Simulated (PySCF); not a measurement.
**NaSn: one state, many levels of theory**

State: ⁴Σ⁻ (quartet), unpaired electrons σ ↑, π ↑↑. Set-up: PySCF, scalar-relativistic core potentials, basis sets Na aug-cc-pVDZ, Sn aug-cc-pVDZ-PP with ECP28. De refers to Na + Sn in their high-spin ground configurations, without counterpoise correction. The functionals are run spin-unrestricted. A positive dipole means Na(−)Sn(+).

```tsv
Level	Re (Å)	ωe (cm⁻¹)	De (eV)	μ (D)
UHF	2.978	178	0.79	-8.22
UHF-MP2	2.960	181	1.22	n/a
UHF-SCS-MP2	2.960	181	1.07	n/a
PBE	2.949	171	1.19	-6.35
r²SCAN	2.926	180	1.34	-7.13
PBE0	2.929	179	1.18	-6.96
r²SCAN0	2.916	184	1.32	-7.44
B97-3	2.935	182	1.09	-7.33
BHandHLYP	2.921	180	0.97	-7.08
```

(1) What does a quarter of exact exchange do here, going from r²SCAN to r²SCAN0?

(2) What does second-order correlation do here, going from UHF to UHF-MP2?

Correlated steps freeze 5 core orbitals. Correlated levels converge slowly with the basis: in double zeta they bind strong bonds too weakly, by up to about 1 eV, and carry superposition errors of some tenths. Spin–orbit coupling is left out, which matters for elements this heavy, above all for dissociation energies. The state is the lowest determinant that a PBE0 search found; another state may lie lower at other levels.

## Answers

(1) r²SCAN0 less r²SCAN: -1.0 pm in Re, +2.2 % in ωe, -0.02 eV in De. Exact exchange removes part of the self-interaction that spreads semilocal densities, and in most molecules shortens and stiffens the bond and lowers De; so it does here.

(2) UHF-MP2 less UHF: -1.8 pm in Re, +1.7 % in ωe, +0.43 eV in De. Correlation nearly always deepens the well. The bond shortens, as in weak, metallic or heavy-atom bonds, where dispersion and the correlation of outer-core electrons pull the atoms together.
